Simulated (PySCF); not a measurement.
Compound: C₅H₁₃GeN.
SMILES with atom numbers: `[CH3:1][C@H:2]1[CH2:3][CH2:4][N:5]([GeH3:6])[CH2:7]1` (hydrogens: H8, H9, H10 on C1; H11 on C2; H12, H13 on C3; H14, H15 on C4; H16, H17, H18 on Ge6; H19, H20 on C7)

The calculation used PBE0-D3(BJ)/def2-SVP geometry optimisation, gas phase in PySCF 2.14.0.

Problem. Give the optimised bond lengths and angles.

Solution. 
```json
{"bond": "C1–C2", "length (Å)": "1.519", "order": "single"}
{"bond": "C2–C3", "length (Å)": "1.548", "order": "single"}
{"bond": "C3–C4", "length (Å)": "1.541", "order": "single"}
{"bond": "C4–N5", "length (Å)": "1.453", "order": "single"}
{"bond": "N5–Ge6", "length (Å)": "1.839", "order": "single"}
{"bond": "N5–C7", "length (Å)": "1.449", "order": "single"}
{"bond": "C2–C7", "length (Å)": "1.546", "order": "single"}
{"bond": "C1–H8, C1–H9, C1–H10", "length (Å)": "1.102", "order": "single"}
{"bond": "C2–H11", "length (Å)": "1.103", "order": "single"}
{"bond": "C3–H12", "length (Å)": "1.101", "order": "single"}
{"bond": "C3–H13", "length (Å)": "1.101", "order": "single"}
{"bond": "C4–H14", "length (Å)": "1.107", "order": "single"}
{"bond": "C4–H15", "length (Å)": "1.101", "order": "single"}
{"bond": "Ge6–H16, Ge6–H18", "length (Å)": "1.538", "order": "single"}
{"bond": "Ge6–H17", "length (Å)": "1.554", "order": "single"}
{"bond": "C7–H19", "length (Å)": "1.110", "order": "single"}
{"bond": "C7–H20", "length (Å)": "1.101", "order": "single"}
```

Bonds in one row agree within 0.01 Å and their mean is given. Orders are formal, as drawn. A selection of angles:
```json
{"angle": "C2–C1–H8", "degrees": "110.8"}
{"angle": "H8–C1–H9", "degrees": "107.6"}
{"angle": "C1–C2–C3", "degrees": "114.6"}
{"angle": "C1–C2–C7", "degrees": "113.4"}
{"angle": "C1–C2–H11", "degrees": "108.6"}
{"angle": "C3–C2–C7", "degrees": "103.2"}
{"angle": "C3–C2–H11", "degrees": "108.6"}
{"angle": "C7–C2–H11", "degrees": "108.1"}
{"angle": "C2–C3–C4", "degrees": "104.6"}
{"angle": "C2–C3–H12", "degrees": "110.7"}
{"angle": "C2–C3–H13", "degrees": "112.0"}
{"angle": "C4–C3–H12", "degrees": "110.8"}
{"angle": "C4–C3–H13", "degrees": "111.8"}
{"angle": "H12–C3–H13", "degrees": "106.9"}
{"angle": "C3–C4–N5", "degrees": "106.0"}
{"angle": "C3–C4–H14", "degrees": "109.7"}
{"angle": "C3–C4–H15", "degrees": "113.6"}
{"angle": "N5–C4–H14", "degrees": "109.1"}
{"angle": "N5–C4–H15", "degrees": "111.9"}
{"angle": "H14–C4–H15", "degrees": "106.6"}
{"angle": "C4–N5–Ge6", "degrees": "119.2"}
{"angle": "C4–N5–C7", "degrees": "104.1"}
{"angle": "Ge6–N5–C7", "degrees": "119.5"}
{"angle": "N5–Ge6–H16", "degrees": "107.1"}
{"angle": "N5–Ge6–H17", "degrees": "113.9"}
{"angle": "H16–Ge6–H17", "degrees": "108.6"}
{"angle": "H16–Ge6–H18", "degrees": "111.5"}
{"angle": "N5–C7–H19", "degrees": "109.3"}
{"angle": "N5–C7–H20", "degrees": "112.1"}
{"angle": "C2–C7–N5", "degrees": "106.5"}
{"angle": "C2–C7–H19", "degrees": "108.9"}
{"angle": "C2–C7–H20", "degrees": "113.2"}
{"angle": "H19–C7–H20", "degrees": "106.7"}
```

Dihedral angles: C1–C2–C3–C4 125° (anticlinal); C2–C3–C4–N5 23° (synperiplanar); C3–C4–N5–Ge6 98° (anticlinal); C4–N5–C7–C2 39° (synclinal); C1–C2–C7–N5 -149° (anticlinal).

N5 (nitrogen bonded to 2 C and Ge) is pyramidal (angles 119.5°, 119.2° and 104.1°, sum 342.8°, 0.38 Å off the plane of its three neighbours). Of the pairs four or more bonds apart, H8···H19 is among the closest relative to their van der Waals radii: 2.47 Å, 103 % of the sum of Bondi's values. The C–C distances run from 1.519 Å (C1–C2, drawn single) to 1.548 Å (C2–C3, drawn single), a spread of 0.029 Å. Ge6 (germanium bonded to N and 3 H) is distorted tetrahedral (angles from 106.9° to 113.9°). The 5-membered ring C2–C3–C4–N5–C7 has internal angles of 103.2° to 106.5° (sum 524°, against 540° for a flat polygon); it is puckered, 0.16 Å rms from its mean plane, widest ring torsion 39°.

Point group: C1 (no symmetry element, even within 0.4 Å). PBE0-D3(BJ)/def2-SVP frequencies: not computed here. The numbers are those of one conformer.

Time: 2.0 min of wall time; peak memory 0.77 GiB. Hardware: one thread, Arm Neoverse N1 (aarch64), shared host. That covers the optimisation of the geometry.
